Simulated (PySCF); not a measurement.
# Sc: ionisation energy

Sc [Ar] 3d1 4s2 (2D) → Sc+ [Ar] 3d1 4s1 (3D), as a difference of total energies. All numbers are calculated (PySCF 2.14, no relativity, point nucleus, in pcseg-2). Correlated levels: valence: [Ar] frozen. The calculations carry no spin-orbit coupling.

```tsv
method	ionisation energy (eV)
UHF	5.365
M06-2X	6.763
MP2 (valence)	5.993
SCS-MP2 (valence)	6.125
```

**Question.** How much does correlation contribute at MP2 (valence)?

**Answer.** 5.993 − (5.365) = 0.628 eV, measured against UHF.

These non-relativistic numbers lack the scalar-relativistic shift.

Errors of the correlated levels include the incompleteness of this basis and the frozen core.

MP2 underrates the near-degeneracy of ns² with np² in the lower species.

For comparison: 6.562 eV (measured; NIST levels, between the centres of gravity of the two terms).
